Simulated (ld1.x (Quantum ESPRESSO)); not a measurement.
**Before and after: TM potential for I (Z = 53)**

I, norm-conserving Troullier–Martins (Kleinman–Bylander form), made with ld1.x (Quantum ESPRESSO) 7.5 (PBE, fully relativistic). Core [Kr] 4d10, reference 5s2 5p4.5 (charge +0.5). Waves: 5s (bound): rc 1.35 bohr; 5p (bound): rc 2.00 bohr. Local part: all-electron potential smoothed inside 1.15 bohr (lloc = -2). Core correction: none.

Open shells are filled in proportion to 2j + 1 (rel_dist='average').

Change: local potential all-electron potential smoothed inside 0.86 bohr (lloc = -2).

Cutoffs: the cutoffs (Ry, on a coarse ladder) from which the occupation-weighted sum of valence levels, in a spherical-Bessel basis at the reference potential, stays within 10 and 1 mRy of its value at 400 Ry; they do not see the model core or the augmentation charge, which bear on the density cutoff. Errors are all-electron minus pseudo energies relative to the spin-unpolarised reference configuration.

Question: Predict the effect on cutoff, ghosts and configuration errors.

Answer: The potential gets neither clearly harder nor softer (70 Ry and 180 Ry → 70 Ry and 180 Ry); the bound ghosts move from d, s to d, p, s; of the 7 tests that both files solve, the error grows in 0 and shrinks in 7 by more than 15 % and 0.3 meV (median size 26.2 → 8.3 meV); the range in which the s phases agree narrows (upper end 4.5 → 2.7); the range in which the p1/2 phases agree widens (upper end 0.3 → 4.8). In the separable form a ghost depends on how the local part lies against the semilocal potential of the channel, so the choice of the local part can create or remove one.

```tsv
quantity	base	changed
cutoff, loose	70 Ry	70 Ry
cutoff, tight	180 Ry	180 Ry
bound ghosts	s, d	s, p3/2, p1/2, d
error for 5s2 5p5, meV [ΔE -4.54 eV]	+2.0	-0.4
error for 5s2 5p4, meV [ΔE 6.61 eV]	+2.5	-0.7
error for 5s2 5p3, meV [ΔE 26.49 eV]	+26	-8.3
error for 5s2 5p5.3, meV [ΔE -6.34 eV]	+4.6	-1.0
error for 5s2 5p2, meV [ΔE 55.85 eV]	+74	-24
error for 5s2 5p1, meV [ΔE 95.31 eV]	+103	-30
error for 5s1 5p5, meV [ΔE 17.55 eV]	+40	+16
s: phases at 2.19 bohr within 0.05 rad from the reference energy up to (Ry; the scan ends near 5)	4.5	2.7
p1/2: phases at 2.19 bohr within 0.05 rad from the reference energy up to (Ry; the scan ends near 5)	0.3	4.8
p3/2: phases at 2.19 bohr within 0.05 rad from the reference energy up to (Ry; the scan ends near 5)	-0.1	4.6
```

 A true bound ghost makes a file unfit for plane-wave use even where its test errors are small: the radial tests pick states by their node count and pass the ghost by.
